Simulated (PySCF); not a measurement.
C₆H₁₀ (SMILES C[C@@H]1C=C[C@@H]1C), singlet, at a GFN2-xTB geometry; PySCF with DF-PBE/pcseg-1.

PySCF was given this input:
```python
from pyscf import gto, scf, dft

mol = gto.M(
    atom='''
C     1.471854   -1.132026   -0.167322
C     0.864727    0.258961   -0.235055
C     0.551684    0.919731    1.083942
C    -0.749182    1.027857    0.841086
C    -0.669829    0.386512   -0.521539
C    -1.474521   -0.887126   -0.717377
H     2.510735   -1.063680    0.150049
H     1.441296   -1.612102   -1.142897
H     0.938982   -1.754140    0.546738
H     1.465306    0.884333   -0.902520
H     1.190179    1.197913    1.903321
H    -1.585769    1.428648    1.385083
H    -0.883238    1.079542   -1.340966
H    -1.173366   -1.394774   -1.631024
H    -2.532953   -0.644453   -0.791550
H    -1.339570   -1.564749    0.121358
''',
    basis='pcseg-1',
    charge=0,
    spin=0,
    verbose=4,
    max_memory=1800,
)

mf = dft.RKS(mol)
mf.xc = 'pbe'
mf = mf.density_fit(auxbasis='def2-universal-jkfit')
mf.kernel()
```

What the program printed (banner, timings and long lists left out):

```
PySCF version 2.14.0

[INPUT] verbose = 4
[INPUT] num. atoms = 16
[INPUT] num. electrons = 46
[INPUT] charge = 0
[INPUT] spin (= nelec alpha-beta = 2S) = 0
[INPUT] symmetry False subgroup None
[INPUT] Mole.unit = angstrom
[INPUT] Symbol           X                Y                Z      unit          X                Y                Z       unit  Magmom
[INPUT]  1 C      1.471854000000  -1.132026000000  -0.167322000000 AA    2.781400955346  -2.139219105887  -0.316192754614 Bohr   0.0
[INPUT]  2 C      0.864727000000   0.258961000000  -0.235055000000 AA    1.634097202517   0.489365366943  -0.444189574210 Bohr   0.0
[INPUT]  3 C      0.551684000000   0.919731000000   1.083942000000 AA    1.042531667305   1.738039698272   2.048353514913 Bohr   0.0
[INPUT]  4 C     -0.749182000000   1.027857000000   0.841086000000 AA   -1.415748797454   1.942368225217   1.589422187206 Bohr   0.0
[INPUT]  5 C     -0.669829000000   0.386512000000  -0.521539000000 AA   -1.265793360291   0.730401823858  -0.985565873280 Bohr   0.0
[INPUT]  6 C     -1.474521000000  -0.887126000000  -0.717377000000 AA   -2.786440854920  -1.676425177981  -1.355646058062 Bohr   0.0
[INPUT]  7 H      2.510735000000  -1.063680000000   0.150049000000 AA    4.744601521360  -2.010063884177   0.283551515265 Bohr   0.0
[INPUT]  8 H      1.441296000000  -1.612102000000  -1.142897000000 AA    2.723654704431  -3.046431264864  -2.159762318587 Bohr   0.0
[INPUT]  9 H      0.938982000000  -1.754140000000   0.546738000000 AA    1.774418815896  -3.314844184145   1.033185081892 Bohr   0.0
[INPUT] 10 H      1.465306000000   0.884333000000  -0.902520000000 AA    2.769027028682   1.671147172915  -1.705515621942 Bohr   0.0
[INPUT] 11 H      1.190179000000   1.197913000000   1.903321000000 AA    2.249112349209   2.263727491056   3.596755417133 Bohr   0.0
[INPUT] 12 H     -1.585769000000   1.428648000000   1.385083000000 AA   -2.996669106825   2.699753448408   2.617427529791 Bohr   0.0
[INPUT] 13 H     -0.883238000000   1.079542000000  -1.340966000000 AA   -1.669077922809   2.040038719965  -2.534058482354 Bohr   0.0
[INPUT] 14 H     -1.173366000000  -1.394774000000  -1.631024000000 AA   -2.217340383876  -2.635740865664  -3.082188662593 Bohr   0.0
[INPUT] 15 H     -2.532953000000  -0.644453000000  -0.791550000000 AA   -4.786587456395  -1.217839670154  -1.495812713899 Bohr   0.0
[INPUT] 16 H     -1.339570000000  -1.564749000000   0.121358000000 AA   -2.531420424684  -2.956947063687   0.229333383025 Bohr   0.0

nuclear repulsion = 235.598541335518
number of shells = 38
number of NR pGTOs = 220
number of NR cGTOs = 134
basis = pcseg-1
ecp = {}

******** <class 'pyscf.df.df_jk.DFRKS'> ********
method = DFRKS
initial guess = minao
damping factor = 0
level_shift factor = 0
DIIS = <class 'pyscf.scf.diis.CDIIS'>
diis_start_cycle = 1
diis_space = 8
diis_damp = 0
SCF conv_tol = 1e-09
SCF conv_tol_grad = None
SCF max_cycles = 50
direct_scf = False
XC library pyscf.dft.libxc version 7.1.2
    S. Lehtola, C. Steigemann, M. J. T. Oliveira, and M. A. L. Marques,  SoftwareX 7, 1–5 (2018)
XC functionals = pbe
    J. P. Perdew, K. Burke, and M. Ernzerhof,  Phys. Rev. Lett. 77, 3865 (1996)
    J. P. Perdew, K. Burke, and M. Ernzerhof,  Phys. Rev. Lett. 78, 1396 (1997)
    J. P. Perdew, K. Burke, and M. Ernzerhof,  Phys. Rev. Lett. 77, 3865 (1996)
    J. P. Perdew, K. Burke, and M. Ernzerhof,  Phys. Rev. Lett. 78, 1396 (1997)
radial grids:
    Treutler-Ahlrichs [JCP 102, 346 (1995); DOI:10.1063/1.469408] (M4) radial grids

becke partition: Becke, JCP 88, 2547 (1988); DOI:10.1063/1.454033
pruning grids: <function nwchem_prune>
grids dens level: 3
symmetrized grids: False
atomic radii adjust function: <function treutler_atomic_radii_adjust>
small_rho_cutoff = 0
Set gradient conv threshold to 3.16228e-05
Initial guess from minao.
tot grids = 182792
init E= -234.652092459978
  HOMO = -0.306737603533275  LUMO = -0.0941531960987985  gap/eV = 5.78472
cycle= 1 E= -234.13816399898  delta_E= 0.514  |g|= 0.552  |ddm|= 3.93
  HOMO = -0.13632255708622  LUMO = 0.0517562350769158  gap/eV = 5.11788
cycle= 2 E= -234.023373722364  delta_E= 0.115  |g|= 0.858  |ddm|= 1.61
  HOMO = -0.220726255664837  LUMO = -0.0180571417439905  gap/eV = 5.51491
cycle= 3 E= -234.226849424973  delta_E= -0.203  |g|= 0.0727  |ddm|= 1.07
  HOMO = -0.222416846847514  LUMO = -0.0199053814399863  gap/eV = 5.51062
cycle= 4 E= -234.227963768728  delta_E= -0.00111  |g|= 0.0262  |ddm|= 0.119
  HOMO = -0.221839559331241  LUMO = -0.0190246923934358  gap/eV = 5.51887
cycle= 5 E= -234.228119121048  delta_E= -0.000155  |g|= 0.00675  |ddm|= 0.0298
  HOMO = -0.221903065800458  LUMO = -0.0191686275961982  gap/eV = 5.51669
cycle= 6 E= -234.228130243347  delta_E= -1.11e-05  |g|= 0.00135  |ddm|= 0.0112
  HOMO = -0.221929094799572  LUMO = -0.0191884217988347  gap/eV = 5.51685
cycle= 7 E= -234.228130782419  delta_E= -5.39e-07  |g|= 0.000136  |ddm|= 0.00275
  HOMO = -0.221930808851153  LUMO = -0.0191893910584331  gap/eV = 5.51687
cycle= 8 E= -234.228130787012  delta_E= -4.59e-09  |g|= 5.52e-05  |ddm|= 0.000231
  HOMO = -0.221939000888027  LUMO = -0.0191972148430364  gap/eV = 5.51689
cycle= 9 E= -234.228130787649  delta_E= -6.38e-10  |g|= 2.34e-05  |ddm|= 8.42e-05
  HOMO = -0.221934488957406  LUMO = -0.0191926750096285  gap/eV = 5.51689
Extra cycle  E= -234.228130787272  delta_E= 3.77e-10  |g|= 4.43e-05  |ddm|= 7.76e-05
converged SCF energy = -234.228130787272
```
